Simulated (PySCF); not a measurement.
**Orbital picture of AsH**

PBE0 at R = 1.533 Å; basis As cc-pVTZ-PP with ECP10, H cc-pVTZ; scalar-relativistic core potentials; PySCF 2.14. State: singlet, one real π or δ orbital doubly filled, a mixture of terms (⟨Lz²⟩ = 2.0), a second solution, started from another occupation. Only the outer orbitals are listed, counted within each symmetry, core potentials removing the inner ones.

```tsv
orbital	occ.	ε (eV)	on As (%)	main shells (%)
1δ	2	-45.84	100	100 As d
2π	2	-45.75	100	100 As d
1δ	2	-45.54	100	100 As d
2π	2	-45.17	100	100 As d
3σ	2	-45.16	100	100 As d
4σ	2	-16.84	87	85 As s, 13 H s
5σ	2	-9.34	64	51 As p, 36 H s, 12 As s
3π	2	-5.71	99	99 As p
3π	0	-4.43	99	99 As p
6σ	0	0.80	40	61 H s, 43 As p
7σ	0	3.72	105	82 As s, 14 As d
```

**Question.** Which are the highest filled and the lowest empty level, where do they sit, and how wide is the gap?

**Answer.** Highest filled 3π at -5.71 eV (in %: 99 As p); lowest empty 3π at -4.43 eV (in %: 99 As p); the gap at PBE0 is 1.28 eV. Both belong to one degenerate shell, split only by its one-sided filling, so this is no excitation gap.

```json
{
 "bond order (Mayer)": "1.00",
 "⟨S²⟩": "0.000",
 "charge on As (Mulliken, basis-dependent)": "0.00",
 "charge on As (Löwdin, basis-dependent)": "0.18",
 "dipole moment (positive dipole means As(−)H(+))": "0.17 D"
}
```

Shares are Mulliken populations and can fall outside 0 to 100 %.
